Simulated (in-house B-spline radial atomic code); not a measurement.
The numbers below are computed, except where a source is named.
# Sn in an electron gas of r_s = 2: phase shifts, screening, friction and resistivity

A nucleus sits in a uniform electron gas with a rigid positive background. The Kohn-Sham equations are solved self-consistently in the spin-unpolarised LDA (PW92), non-relativistic, on B-splines with outgoing waves at the boundary and partial waves to l = 8. The model has no lattice, no bands and no magnetic solution. Atomic units; δ_l are the phase shifts at the Fermi level, counted so that each bound state adds π, and good to about 0.0005.

The density parameter is r_s = 2 bohr, near that of the valence electrons of Si (4 per atom, density 2.33 g/cm³, mass 28.09 u, which gives r_s = 2.01).

```tsv
l	δ_l (rad)
0	12.9977
1	10.4050
2	6.6132
3	0.1434
4	0.0223
5	0.0041
6	0.0009
7	0.0002
8	0.0001
```

Bound levels below the band bottom (hartree): d -17.22, s -4.151, p -2.818, d -0.6199, s -0.07968 and deeper ones.

**Question.** Check the Friedel sum rule, and say where the screening charge sits.

**Answer.** k_F = (9π/4)^(1/3)/r_s = 0.95958. The rule is Z = (2/π) Σ (2l + 1) δ_l. The terms are s 8.275, p 19.872, d 21.050, f 0.639 and 0.167 beyond, in all 50.003 against Z = 50. Bound states hold 10 s, 18 p, 20 d electrons, so the scattering states carry 2.00 in all; where a term is smaller than its bound count, the bound level has drawn weight out of the band.

**Question.** Find the transport cross section and the electronic stopping of a 5 keV Sn ion (mass 118.71 u).

**Answer.** σ_tr = (4π/k_F²) Σ (l + 1) sin²(δ_l − δ_(l+1)). The terms for l = 0 to 3 are 0.2722, 0.7329, 0.1033, 0.0584, all together 1.1685, so σ_tr = 13.647 × 1.1685 = 15.947 bohr². With n = 3/(4π r_s³) = 0.02984, the friction coefficient is Q = n k_F σ_tr = 0.4566. For v well below v_F = 0.960, dE/dx = Q v; with 24801 eV per u at v = 1, v = √(5000/(24801 × 118.71)) = 0.0412, so dE/dx = 0.01882 hartree/bohr = 9.68 eV/nm. The largest term couples the p and d waves.

**Question.** What residual resistivity would 1 atomic per cent of such centres give in a metal of this density?

**Answer.** Δρ = k_F n_i σ_tr/n in atomic units of 21.74 μΩ·cm. With one host atom per 4 electrons, n_i/n = 0.01/4, so Δρ = 0.9596 × 0.00250 × 15.947 × 21.74 = 0.83 μΩ·cm. This is an atom added to the gas, as on an interstitial site.

**Question.** On a substitutional site the background of one host ion, a sphere holding 4 charges, is taken out. The phase shifts for l = 0 to 4 become 12.5741, 9.6892, 6.1701, -0.0181, -0.0086. What follows?

**Answer.** The Friedel sum is now 46.00, for Z − 4 = 46. The sum in σ_tr is 0.3638, so σ_tr = 4.96 bohr² and Δρ = 0.26 μΩ·cm per atomic per cent, 0.31 times the value above. A real host ion scatters too, so this model doesn't give zero even for the host's own atom.
